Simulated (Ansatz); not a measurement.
`C=[CH][GaH][Cl]` + `[ZnH2]` → `[Cl][GaH2]` + `C=[CH][ZnH]` at 298.15 K and 1 bar (redistribution).

Gas-phase electronic energies from Ansatz, PBE0-D4/def2-TZVP geometries. CCSD(T)/CBS is the MP2 limit (def2-TZVPP, def2-QZVPP) plus CCSD(T) − MP2 in def2-TZVPP, frozen cores. For Ga, Zn outer-core shells are correlated without core-valence functions, which leaves a few kJ/mol of doubt a bond. Scalar relativity is left out up to krypton. Each species was taken in one conformer, which may not be the lowest.

| species | CCSD(T)/CBS energy (Eh) | H − E (kJ/mol) | S (J/(mol·K)) |
| --- | --- | --- | --- |
| `C=[CH][GaH][Cl]` | -2462.25636 | 149.5 | 334.7 |
| `[ZnH2]` | -1779.54550 | 39.9 | 200.9 |
| `[Cl][GaH2]` | -2384.95520 | 49.7 | 264.5 |
| `C=[CH][ZnH]` | -1856.83987 | 139.3 | 286.1 |

H − E and S are ideal-gas, rigid-rotor, harmonic terms from PBE0-D4/def2-TZVP, for one conformer and one mirror image of each species. 1 Eh = 2625.50 kJ/mol, R = 8.31446 J/(mol·K).

Task: By hand: ΔE, ΔH, ΔS and ΔG.

Result: ΔE = (-2384.95520) + (-1856.83987) − (-2462.25636) − (-1779.54550) = 0.00679 Eh = 17.8 kJ/mol. Δ(H − E) = 49.7 + 139.3 − 149.5 − 39.9 = -0.4, so ΔH = 17.4 kJ/mol. ΔS = 264.5 + 286.1 − 334.7 − 200.9 = 15.0 J/(mol·K). ΔG = 17.4 − 298.15 × (15.0)/1000 = 12.9 kJ/mol.

Task: By hand: the equilibrium constant, and the temperature at which ΔG would vanish if ΔH and ΔS stayed fixed.

Result: log₁₀ K = −ΔG/(RT ln 10) = -2.3. ΔG = 0 at ΔH/ΔS = 1160 K, though so small a ΔS makes that figure unsure.

ΔH outweighs TΔS. A doubt of 5 kJ/mol in ΔE shifts log₁₀ K by 0.9 here. Other conformers and mirror images would add mixing entropy, several J/(mol·K) or more a flexible species. These are equilibria of isolated gas molecules and say nothing of rates. Largest T1 diagnostic: 0.016 (customary marks: 0.02 for closed shells, 0.045 for open ones).
